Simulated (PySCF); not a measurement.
Polarisability and C₆ of Xe²⁺ (xenon, charge +2)

[Kr] 4d10 5s2 5p4, high-spin 3P determinant. Calculation: PySCF 2.14, in aug-cc-pVTZ-PP with one added diffuse shell each of d, f type with ECP28MDF (6s5p5d3f, 67 functions); scalar relativity through the core potential. Coupled (time-dependent) response in atomic units; α is the mean over directions.

```
method  mean α (bohr³)         α xx, yy, zz  C₆ (like pair)  S(−4)
   UHF           12.83  12.86, 12.76, 12.86           89.15  27.43
   PBE           12.88  12.77, 13.10, 12.77           89.45  28.05
  PBE0           12.78  12.72, 12.92, 12.72           88.62  27.37
  PW91           12.86  12.75, 13.07, 12.75           89.10  28.01
   M06           13.01  12.79, 13.47, 12.79           89.66  29.24
```

S(−4) is the Cauchy moment in α(ω) = α(0) + S(−4) ω² + …

Spin-orbit coupling is absent.

α(iu) at UHF:

| u (hartree) | α(iu) (bohr³) |
| --- | --- |
| 0 | 12.83 |
| 0.0500 | 12.76 |
| 0.100 | 12.56 |
| 0.200 | 11.82 |
| 0.300 | 10.79 |
| 0.500 | 8.480 |
| 0.750 | 6.071 |
| 1.00 | 4.417 |
| 1.50 | 2.586 |
| 2.00 | 1.704 |
| 3.00 | 0.9229 |
| 5.00 | 0.4090 |

A single London oscillator, α(iu) = α/(1 + u²/ω²), gives C₆ = (3/4) ω α². Matching the computed C₆ needs ω = 4 × 89.15 / (3 × 12.83²) = 0.722 hartree.

For an ion, C₆ is the dispersion term alone; charge-induced terms of lower order in 1/R come first.

The components differ because the open shell of this determinant is not spherical; for a pure term their mean is the scalar polarisability.

Energies and moments cover only the electrons outside the core potential.
